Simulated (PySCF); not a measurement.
## Calculated data, GeH4OSi, ClGeH2OSi, GeH4OSi2, GeH3O2Si and others

Computed with PySCF 2.14.0. Calculation on a computer-drawn molecule: the log of a Hartree-Fock and frozen-core CCSD(T) single point meant for a local Hartree-Fock minimum, with one planted fault or none, to be diagnosed. Offsets are logged minus clean, where the clean run is the same molecule without the fault. The reference is restricted for singlets and unrestricted otherwise, and also for a bond in bohr or an excited solution. Adding or removing an electron swaps singlet and doublet. The excited solution moves the top pair (singlet) or top alpha electron (doublet) to the lowest empty orbital. Highest occupied and lowest empty are orbital energies over both spins, largest force is the largest gradient component, triples share is (T) over the correlation energy, the T1 limit is 0.02 restricted and 0.045 unrestricted, electrons count all cores, a negative frequency is imaginary (commonest isotopes), and the dipole is about the centre of nuclear charge; on germanium a core potential holds 10 electrons, which the energies leave out, and 3d is frozen in MP2 and coupled-cluster steps.

Common to all runs: meant basis and core potential on germanium cc-pVDZ-PP ECP10MDF; logged SCF converged yes; possible faults no fault, one electron removed, one electron added, multiplicity raised by two, geometry at a saddle point, SCF held on an excited solution, minimal basis STO-3G, one bond length entered in bohr, all coordinates scaled.

(1) 
```xyz
7
formula=GeH4OSi meant_charge=0 meant_multiplicity=1 meant_basis=cc-pV(D+d)Z logged_electrons=58 logged_basis_functions=80 logged_spin_squared=0 logged_highest_occupied=-5.079 logged_lowest_empty=-4.0652 logged_largest_force=0.1375 logged_CC_converged=no logged_dipole_magnitude=3.2978 logged_SCF_stable_within_its_kind=no logged_energy_HF=-659.09443 planted_fault=SCF_held_on_an_excited_solution HF_energy_offset_from_clean_run=245.5
O     -1.4443     2.1638     2.0638
Si    -1.6016     1.8686     0.6005
Ge    -2.6631    -0.1043    -0.2686
H     -1.1074     2.7840    -0.4557
H     -3.1407    -0.9878     0.8774
H     -3.8441     0.3210    -1.1458
H     -1.6559    -0.8574    -1.1424
```

Units: logged_highest_occupied, logged_lowest_empty in eV; logged_largest_force in hartree/bohr; logged_dipole_magnitude in debye; logged_energy_HF in hartree; HF_energy_offset_from_clean_run in kcal/mol.

Drawn bonds:
```csv
atom,other atom,order
1,2,2
2,3,1
2,4,1
3,5,1
3,6,1
3,7,1
```

Notes: CCSD not converged.

(2) 
```xyz
7
formula=GeH4OSi meant_charge=0 meant_multiplicity=1 meant_basis=cc-pV(D+d)Z logged_electrons=58 logged_basis_functions=80 logged_spin_squared=2.0229 logged_highest_occupied=-6.7604 logged_lowest_empty=0.15298 logged_largest_force=0.18134 logged_T1_diagnostic=0.046323 logged_D1_diagnostic=0.25647 logged_triples_share=0.027295 logged_CC_converged=yes logged_dipole_magnitude=0.98721 logged_SCF_stable_within_its_kind=yes logged_energy_HF=-659.39437 logged_energy_CCSD(T)=-659.78285 planted_fault=multiplicity_raised_by_two HF_energy_offset_from_clean_run=57.28 CCSD(T)_energy_offset_from_clean_run=82.92
O     -1.4443     2.1638     2.0638
Si    -1.6016     1.8686     0.6005
Ge    -2.6631    -0.1043    -0.2686
H     -1.1074     2.7840    -0.4557
H     -3.1407    -0.9878     0.8774
H     -3.8441     0.3210    -1.1458
H     -1.6559    -0.8574    -1.1424
```

Units: logged_highest_occupied, logged_lowest_empty in eV; logged_largest_force in hartree/bohr; logged_dipole_magnitude in debye; logged_energy_HF, logged_energy_CCSD(T) in hartree; HF_energy_offset_from_clean_run, CCSD(T)_energy_offset_from_clean_run in kcal/mol.

Drawn bonds:
```csv
atom,other atom,order
1,2,2
2,3,1
2,4,1
3,5,1
3,6,1
3,7,1
```

Notes: T1 above single-reference limit.

(3) 
```xyz
6
formula=ClGeH2OSi meant_charge=0 meant_multiplicity=2 meant_basis=cc-pV(D+d)Z logged_electrons=73 logged_basis_functions=93 logged_spin_squared=3.7761 logged_highest_occupied=-6.7703 logged_lowest_empty=-0.52461 logged_largest_force=0.17866 logged_T1_diagnostic=0.039886 logged_D1_diagnostic=0.24228 logged_triples_share=0.028402 logged_CC_converged=yes logged_dipole_magnitude=1.6699 logged_SCF_stable_within_its_kind=yes logged_energy_HF=-1117.75563 logged_energy_CCSD(T)=-1118.25282 planted_fault=multiplicity_raised_by_two HF_energy_offset_from_clean_run=64.54 CCSD(T)_energy_offset_from_clean_run=92.54
O     -0.8353    -0.2625     2.2812
Si     0.5753    -0.0101     1.8412
Ge     1.0606     1.2150    -0.1505
Cl     3.1610     1.8049    -0.0882
H      1.7885    -0.5666     2.4714
H      0.2503     2.4847    -0.4025
```

Units: logged_highest_occupied, logged_lowest_empty in eV; logged_largest_force in hartree/bohr; logged_dipole_magnitude in debye; logged_energy_HF, logged_energy_CCSD(T) in hartree; HF_energy_offset_from_clean_run, CCSD(T)_energy_offset_from_clean_run in kcal/mol.

Drawn bonds:
```csv
atom,other atom,order
1,2,2
2,3,1
3,4,1
2,5,1
3,6,1
```

(4) 
```xyz
8
formula=GeH4OSi2 meant_charge=0 meant_multiplicity=1 meant_basis=cc-pV(D+d)Z logged_electrons=72 logged_basis_functions=103 logged_spin_squared=0 logged_highest_occupied=-8.923 logged_lowest_empty=-0.62657 logged_largest_force=0.24019 logged_T1_diagnostic=0.019946 logged_D1_diagnostic=0.056225 logged_triples_share=0.029065 logged_CC_converged=yes logged_dipole_magnitude=3.6875 logged_SCF_stable_within_its_kind=yes logged_energy_HF=-948.31655 logged_energy_CCSD(T)=-948.82193 planted_fault=all_coordinates_scaled,by_-9.5_% HF_energy_offset_from_clean_run=55.8 CCSD(T)_energy_offset_from_clean_run=65.09
O     -0.9037    -2.6365    -0.8548
Si     0.3091    -2.2974    -0.3361
Ge     0.4459    -0.8714     1.3470
Si     0.7744     0.8976     0.0008
H      1.4617    -2.8525    -0.7587
H      2.0814     0.8594    -0.3175
H      0.5275     2.0296     0.6734
H      0.0481     0.8871    -1.1251
```

Units: logged_highest_occupied, logged_lowest_empty in eV; logged_largest_force in hartree/bohr; logged_dipole_magnitude in debye; logged_energy_HF, logged_energy_CCSD(T) in hartree; HF_energy_offset_from_clean_run, CCSD(T)_energy_offset_from_clean_run in kcal/mol.

Drawn bonds:
```csv
atom,other atom,order
1,2,2
2,3,1
3,4,1
2,5,1
4,6,1
4,7,1
4,8,1
```

(5) 
```xyz
7
formula=GeH3O2Si meant_charge=0 meant_multiplicity=2 meant_basis=cc-pV(D+d)Z logged_electrons=65 logged_basis_functions=89 logged_spin_squared=1.6373 logged_highest_occupied=-8.8504 logged_lowest_empty=-0.29066 logged_largest_force=0.0073767 logged_T1_diagnostic=0.037318 logged_D1_diagnostic=0.16211 logged_triples_share=0.033408 logged_CC_converged=yes logged_dipole_magnitude=3.3736 logged_SCF_stable_within_its_kind=yes logged_energy_HF=-733.72451 logged_energy_CCSD(T)=-734.2934 planted_fault=one_bond_length_entered_in_bohr,row_5_of_the_drawn_bonds HF_energy_offset_from_clean_run=60.07 CCSD(T)_energy_offset_from_clean_run=69.52
O     -1.9832     0.0907    -2.2288
Si    -0.9974     0.6144    -1.2337
O     -0.9532     0.2435     0.3419
Ge     0.8588     1.9915    -1.6753
H     -1.6081    -0.3541     0.6816
H      0.5901     3.5603    -4.0763
H      1.3229     2.8221    -0.4821
```

Units: logged_highest_occupied, logged_lowest_empty in eV; logged_largest_force in hartree/bohr; logged_dipole_magnitude in debye; logged_energy_HF, logged_energy_CCSD(T) in hartree; HF_energy_offset_from_clean_run, CCSD(T)_energy_offset_from_clean_run in kcal/mol.

Drawn bonds:
```csv
atom,other atom,order
1,2,2
2,3,1
2,4,1
3,5,1
4,6,1
4,7,1
```

(6) 
```xyz
9
formula=B2GeH5O meant_charge=0 meant_multiplicity=2 meant_basis=cc-pVDZ logged_electrons=55 logged_basis_functions=90 logged_spin_squared=0.7609 logged_highest_occupied=-8.4527 logged_lowest_empty=1.0431 logged_largest_force=1.028e-05 logged_lowest_frequency=36.055 logged_T1_diagnostic=0.01688 logged_D1_diagnostic=0.059406 logged_triples_share=0.025803 logged_CC_converged=yes logged_dipole_magnitude=1.75 logged_SCF_stable_within_its_kind=yes logged_energy_HF=-420.48629 logged_energy_CCSD(T)=-420.97469 planted_fault=no_fault HF_energy_offset_from_clean_run=0 CCSD(T)_energy_offset_from_clean_run=0
O     -1.5677     1.6344    -1.3823
B     -0.9888     0.5544    -0.7946
B      0.3275     0.5018     0.2108
Ge     1.9543     0.3368     1.4592
H     -1.1605     2.4637    -1.1881
H     -1.5007    -0.5125    -1.0355
H      1.5824    -0.2352     2.8314
H      2.5018     1.7578     1.6545
H      3.0628    -0.5349     0.8590
```

Units: logged_highest_occupied, logged_lowest_empty in eV; logged_largest_force in hartree/bohr; logged_lowest_frequency in cm⁻¹; logged_dipole_magnitude in debye; logged_energy_HF, logged_energy_CCSD(T) in hartree; HF_energy_offset_from_clean_run, CCSD(T)_energy_offset_from_clean_run in kcal/mol.

Drawn bonds:
```csv
atom,other atom,order
1,2,1
2,3,1
3,4,1
1,5,1
2,6,1
4,7,1
4,8,1
4,9,1
```

(7) 
```xyz
9
formula=BGeH5NO meant_charge=1 meant_multiplicity=1 meant_basis=cc-pVDZ logged_electrons=56 logged_basis_functions=90 logged_spin_squared=0 logged_highest_occupied=-17.39 logged_lowest_empty=-4.747 logged_largest_force=1.876e-05 logged_lowest_frequency=165.55 logged_T1_diagnostic=0.018271 logged_D1_diagnostic=0.063844 logged_triples_share=0.026762 logged_CC_converged=yes logged_dipole_magnitude=1.3315 logged_SCF_stable_within_its_kind=yes logged_energy_HF=-450.13233 logged_energy_CCSD(T)=-450.69782 planted_fault=no_fault HF_energy_offset_from_clean_run=0 CCSD(T)_energy_offset_from_clean_run=0
O     -0.1494     1.3578     2.0920
B      0.4249     2.1453     1.1732
N      1.0021     1.4309     0.0236
Ge     0.9777    -0.2993    -0.1919
H     -0.5289     1.7943     2.8426
H      0.4999     3.3311     1.2157
H      1.4435     1.9856    -0.6902
H      1.6254    -0.8366    -1.4427
H      0.3314    -1.1718     0.8448
```

Units: logged_highest_occupied, logged_lowest_empty in eV; logged_largest_force in hartree/bohr; logged_lowest_frequency in cm⁻¹; logged_dipole_magnitude in debye; logged_energy_HF, logged_energy_CCSD(T) in hartree; HF_energy_offset_from_clean_run, CCSD(T)_energy_offset_from_clean_run in kcal/mol.

Drawn bonds:
```csv
atom,other atom,order
1,2,1
2,3,1
3,4,1
1,5,1
2,6,1
3,7,1
4,8,1
4,9,1
```

(8) 
```xyz
10
formula=BGeH6NO meant_charge=0 meant_multiplicity=1 meant_basis=cc-pVDZ logged_electrons=57 logged_basis_functions=95 logged_spin_squared=0.764 logged_highest_occupied=-18.402 logged_lowest_empty=-6.8939 logged_largest_force=0.097043 logged_T1_diagnostic=0.031101 logged_D1_diagnostic=0.19306 logged_triples_share=0.025906 logged_CC_converged=yes logged_dipole_magnitude=2.5387 logged_SCF_stable_within_its_kind=yes logged_energy_HF=-450.64494 logged_energy_CCSD(T)=-451.21073
O     -1.0948    -2.0702     0.2184
B     -0.5574    -0.8208     0.2935
N     -0.0886    -0.2123     1.4875
Ge    -0.0334    -0.8239     3.2280
H     -1.1457    -2.5398     1.0361
H     -0.4866    -0.2112    -0.7397
H      0.2764     0.7126     1.3594
H      1.4133    -0.8621     3.7250
H     -0.6248    -2.2355     3.2422
H     -0.8587     0.0939     4.1325
```

Units: logged_highest_occupied, logged_lowest_empty in eV; logged_largest_force in hartree/bohr; logged_dipole_magnitude in debye; logged_energy_HF, logged_energy_CCSD(T) in hartree.

Drawn bonds:
```csv
atom,other atom,order
1,2,1
2,3,1
3,4,1
1,5,1
2,6,1
3,7,1
4,8,1
4,9,1
4,10,1
```

To be estimated
1. BGeH6NO (entry 8): planted fault?

## Answers
1. one electron removed

Further results for BGeH6NO (entry 8):

* HF energy offset from clean run: 202.4 kcal/mol
* CCSD(T) energy offset from clean run: 223.5 kcal/mol
